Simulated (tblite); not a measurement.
C9H13P.
Cartesian coordinates in Å at the GFN2-xTB level; atoms count from 1:
```xyz
23
C9H13P angstrom
C     -1.5123   -2.3326    0.7032
C     -1.7020   -1.1731    0.0887
C     -0.7239   -0.0975   -0.0264
C     -1.0667    1.2046    0.1629
C     -2.4279    1.7165    0.5049
P      0.3421    2.3038   -0.1362
C      1.4096    0.8513   -0.3304
C      2.8752    0.9657   -0.6014
C      0.6894   -0.2950   -0.3231
C      1.2858   -1.6364   -0.6029
H     -0.5868   -2.5786    1.1945
H     -2.2940   -3.0718    0.7607
H     -2.6717   -0.9536   -0.3439
H     -3.1456    1.4640   -0.2773
H     -2.7815    1.2722    1.4354
H     -2.4108    2.7986    0.6193
H      0.6283    2.5433    1.2116
H      3.1139    0.6187   -1.6081
H      3.1994    2.0002   -0.5103
H      3.4424    0.3582    0.1038
H      1.7313   -2.0550    0.3006
H      0.5283   -2.3270   -0.9655
H      2.0728   -1.5495   -1.3502
```

Calculated harmonic vibrations of the isolated species, GFN2-xTB (tblite), most abundant isotopes, no scaling. This tight-binding method is rough: wavenumbers can miss measured ones by several per cent, in bad cases by 10 to 20. Modes of hydrogen on phosphorus can be 10 to 20 % off. One conformer, not necessarily the lowest.

Harmonic wavenumbers (cm⁻¹): 84.1, 96.1, 109.9, 119.0, 128.7, 161.5, 194.9, 226.9, 244.8, 282.2, 293.4, 331.3, 397.0, 439.1, 446.6, 520.6, 552.3, 591.9, 681.2, 730.0, 735.3, 746.0, 831.1, 892.2, 957.7, 1002.0, 1014.4, 1016.7, 1018.9, 1029.9, 1051.5, 1098.4, 1114.1, 1164.0, 1231.2, 1295.1, 1344.3, 1397.7, 1399.3, 1402.5, 1413.8, 1476.4, 1476.9, 1477.2, 1481.7, 1488.7, 1489.5, 1545.6, 1609.8, 1680.5, 2242.2, 2975.8, 2977.2, 2986.0, 2999.9, 3000.5, 3021.5, 3026.8, 3029.7, 3030.1, 3038.8, 3103.1, 3131.7.

A = 1423, B = 1118, C = 646.5 MHz; mass 152.075 u (most abundant isotopes); point group C1, symmetry number 1.

Problem. What is the zero-point energy?

Solution. Half the sum of the wavenumbers: 41039 cm⁻¹ = 117.33 kcal/mol.

Problem. Give the ideal-gas entropy at 500 K and 1 bar in the rigid-rotor, harmonic-oscillator model (classical rotation).

Solution. Translation 43.56, rotation 31.67, vibration 61.41: S = 136.6 cal/(mol K).

Problem. And Cp and H(500 K) − H(0)?

Solution. Cp = 68.40 cal/(mol K), of which vibrations give 60.45 (their classical limit is 63 R = 125.2); H(500 K) − H(0) = 20.00 kcal/mol without the zero-point energy, 16.03 from vibrations.

Problem. What must be added to the electronic energy to get the Gibbs energy at 500 K and 1 bar?

Solution. ZPE + [H(500 K) − H(0)] − T·S = 117.33 + 20.00 − 68.32 = 69.01 kcal/mol.

Problem. Blend soft modes into free rotors: weight 1/[1 + (100 cm⁻¹/ν̃)⁴] for the oscillator and the rest for a rotor with moment μB/(μ + B), μ = h/(8π²ν), B = 10⁻⁴⁴ kg m². What vibrational entropy results?

Solution. 58.87 cal/(mol K) in place of 61.41, which changes −T·S at 500 K by +1.27 kcal/mol.

Problem. How do the functions run with temperature in this model?

Solution. 
```csv
T (K),S (cal/(mol K)),Cp (cal/(mol K)),H − H(0) (kcal/mol),G − H(0) (kcal/mol),ln q(vib)
50,59.2,13.7,0.48,-2.48,0.28
100,71.4,22.3,1.39,-5.75,1.53
298.15,107.1,46.7,8.29,-23.65,8.12
373.15,118.6,55.4,12.12,-32.12,10.62
750,168.2,87.1,39.61,-86.53,22.58
1000,195.1,99.6,63.05,-132.02,29.81
```

q(vib) and H(0) count from the zero-point level.

Problem. Which modes carry the vibrational entropy at 500 K?

Solution. 84.1 cm⁻¹: 4.81; 96.1 cm⁻¹: 4.55; 109.9 cm⁻¹: 4.28; 119.0 cm⁻¹: 4.13; 128.7 cm⁻¹: 3.97; 161.5 cm⁻¹: 3.53 cal/(mol K); the other 57 give 36.14 together.

Hindered rotation and anharmonicity are outside this model. Other conformers, if any are populated, would add a mixing term that is left out. The structure is chiral; the term R ln 2 for an equal mix with its mirror image is left out.
